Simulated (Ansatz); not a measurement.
A run for Ansatz (a program for electronic structure): U-wB97X-V/def2-TZVPP on ClFGeH2 (SMILES [F][GeH2][Cl]), a point of a bond scan (R = 1.721 Å).

Ansatz 0.2 input:
```yaml
crystal:
  periodic: [false, false, false]
  atoms:
    - {symbol: Ge, position_ang: [-0.48721924, -0.28782149, 0.04175761]}
    - {symbol: F, position_ang: [-1.17043530, 1.31354765, 0.03434333]}
    - {symbol: Cl, position_ang: [1.21787927, -0.09066163, -0.07772420]}
    - {symbol: H, position_ang: [-0.82640627, -0.91124549, 1.39620161]}
    - {symbol: H, position_ang: [-0.99927659, -0.99707760, -1.21242615]}
basis:
  gaussian:
    orbitals: def2-TZVPP
hamiltonian:
  xc: {name: wB97X-V}
magnetization: {spin_polarized: true, initial_magnetization: 0}
```

Output:

```
WARN ansatz: RAYON_NUM_THREADS=1 ignored (pool sized by the plan → 1); use --threads N
Functional definition: wB97X-V
integrals: 0.10 GiB planned
973 factors; their error is unknown
integrals: 0.13 GiB planned
171 factors; integrals over basis functions are off by at most 1.9e-5 eV
mean field: 1.17 GiB planned
mean field evaluation 1: about -71780.8644 eV, gradient 2.7e1 eV
mean field evaluation 2: about -71780.0817 eV, gradient 3.5e1 eV
mean field evaluation 4: about -71782.9583 eV, gradient 8.3e-1 eV
mean field evaluation 8: about -71783.1642 eV, gradient 1.7e-2 eV
mean field evaluation 16: about -71783.1642 eV, gradient 1.2e-5 eV
mean field -71783.16417187 eV, -2637.9826269401 hartree, gradient 1.2e-5 eV, S^2 0.000000; 0 other end points of the search recorded, 0 dependent functions left out
reference -71783.16417045 eV, -2637.9826268878 hartree; 30, 30 occupied and 119, 119 virtual orbitals, 973 factors
Total energy: -71783.16417045 eV, -2637.9826268878 hartree
```

The run converged.

Cost: very roughly 11 core-seconds.
